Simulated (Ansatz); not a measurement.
Start from `B[SiH2]C#N` and change one atom or group to get `C[SiH2]C#N`.

Ansatz, PBE0-D4/def2-TZVP geometries, multiplicity 1. 

```tsv
property	`B[SiH2]C#N`
HOMO–LUMO gap (B3LYP/def2-TZVPP) / eV	5.50
HOMO energy (PBE0/def2-TZVPP) / eV	-9.01
HOMO energy (PBE/def2-TZVPP) / eV	-7.77
HOMO–LUMO gap (PBE/def2-TZVPP) / eV	3.65
LUMO energy (ωB97M-V/def2-TZVPP) / eV	-1.11
size of the dipole moment (ωB97M-V/def2-TZVPP) / D	3.80
```

Q: What does the change do to each property? (Best estimate.)

A: Ansatz gave: 
```tsv
property	`C[SiH2]C#N`	shift
HOMO–LUMO gap (B3LYP/def2-TZVPP) / eV	8.54	3.04
HOMO energy (PBE0/def2-TZVPP) / eV	-9.53	-0.52
HOMO energy (PBE/def2-TZVPP) / eV	-8.21	-0.44
HOMO–LUMO gap (PBE/def2-TZVPP) / eV	6.75	3.10
LUMO energy (ωB97M-V/def2-TZVPP) / eV	1.34	2.45
size of the dipole moment (ωB97M-V/def2-TZVPP) / D	3.98	0.18
```

With PBE0 the HOMO falls by 0.52 eV and the LUMO rises by 2.58 eV, so the gap widens by about 3.10 eV. PBE moves the HOMO by -0.44 eV and ωB97M-V by -0.63 eV. The zero-point energy changes by 45.3 kJ/mol with +3 modes. Dipoles are sizes alone; their direction can turn.

B3LYP here is the variant with VWN-RPA as its local correlation; programs differ in this.
